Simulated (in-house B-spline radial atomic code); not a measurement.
Whole-atom quantities along the 20-electron series, configuration [Ar] 3d2. Computed with a radial B-spline atomic code at the basis-set limit: non-relativistic Hartree-Fock, average of the configuration, point nuclei.

This level leaves out relativity, spin-orbit splitting included, which matters for heavy ions.

| ion | Z | E/Z² (Eh) | Σ<r²> (bohr²) | n(0)/Z³ (bohr⁻³) | Lamb diamagnetic shielding (ppm) | repulsion over attraction |
| --- | --- | --- | --- | --- | --- | --- |
| Ti2+ | 22 | -1.7514 | 16.527 | 0.66952 | 1611.93 | 0.15139 |
| V3+ | 23 | -1.779 | 13.158 | 0.67184 | 1703.69 | 0.14739 |
| Cr4+ | 24 | -1.8049 | 10.921 | 0.67404 | 1795.13 | 0.14332 |
| Mn5+ | 25 | -1.8294 | 9.2816 | 0.67611 | 1886.4 | 0.13931 |
| Fe6+ | 26 | -1.8524 | 8.0192 | 0.67806 | 1977.55 | 0.13541 |
| Co7+ | 27 | ? | ? | ? | ? | ? |
| Ni8+ | 28 | -1.8945 | 6.2006 | 0.68165 | 2159.63 | 0.12802 |
| Cu9+ | 29 | -1.9138 | 5.5262 | 0.6833 | 2250.59 | 0.12454 |
| Zn10+ | 30 | -1.9321 | 4.9606 | 0.68487 | 2341.52 | 0.12122 |
| Ga11+ | 31 | -1.9493 | 4.4806 | 0.68635 | 2432.42 | 0.11803 |
| Ge12+ | 32 | -1.9657 | 4.0692 | 0.68775 | 2523.3 | 0.11499 |
| As13+ | 33 | -1.9813 | 3.7136 | 0.68909 | 2614.16 | 0.11209 |
| Se14+ | 34 | -1.9961 | 3.4037 | 0.69036 | 2705 | 0.10931 |
| Br15+ | 35 | -2.0101 | 3.132 | 0.69157 | 2795.83 | 0.10665 |
| Kr16+ | 36 | ? | ? | ? | ? | ? |
| Rb17+ | 37 | -2.0363 | 2.6794 | 0.69383 | 2977.45 | 0.10168 |
| Sr18+ | 38 | -2.0484 | 2.4896 | 0.69488 | 3068.25 | 0.099348 |
| Zr20+ | 40 | -2.0712 | 2.1668 | 0.69685 | 3249.82 | 0.09498 |
| Nb21+ | 41 | ? | ? | ? | ? | ? |
| Mo22+ | 42 | -2.092 | 1.9037 | 0.69865 | 3431.38 | 0.090962 |
| Tc23+ | 43 | -2.1018 | 1.7899 | 0.6995 | 3522.15 | 0.089072 |
| Ru24+ | 44 | -2.1111 | 1.6862 | 0.70031 | 3612.92 | 0.087257 |
| Rh25+ | 45 | -2.1201 | 1.5913 | 0.7011 | 3703.68 | 0.085511 |
| Pd26+ | 46 | -2.1288 | 1.5043 | 0.70185 | 3794.44 | 0.083831 |

Q: Fill in the row of Co7+.

A: E/Z² (Eh): -1.874; Σ<r²> (bohr²): 7.016; n(0)/Z³ (bohr⁻³): 0.67991; Lamb diamagnetic shielding (ppm): 2068.62; repulsion over attraction: 0.13164.

Q: Fill in the row of Kr16+.

A: E/Z² (Eh): -2.0235; Σ<r²> (bohr²): 2.8921; n(0)/Z³ (bohr⁻³): 0.69273; Lamb diamagnetic shielding (ppm): 2886.64; repulsion over attraction: 0.10411.

Q: Fill in the row of Nb21+.

A: E/Z² (Eh): -2.0818; Σ<r²> (bohr²): 2.0288; n(0)/Z³ (bohr⁻³): 0.69777; Lamb diamagnetic shielding (ppm): 3340.6; repulsion over attraction: 0.09293.

Q: With what power of Z does the column «Σ<r²> (bohr²)» change over this range?

A: A fit of the logarithm of its size against log Z from Z = 22 to 46 has slope -3.11. Unscreened non-relativistic hydrogenic orbitals would give -2.
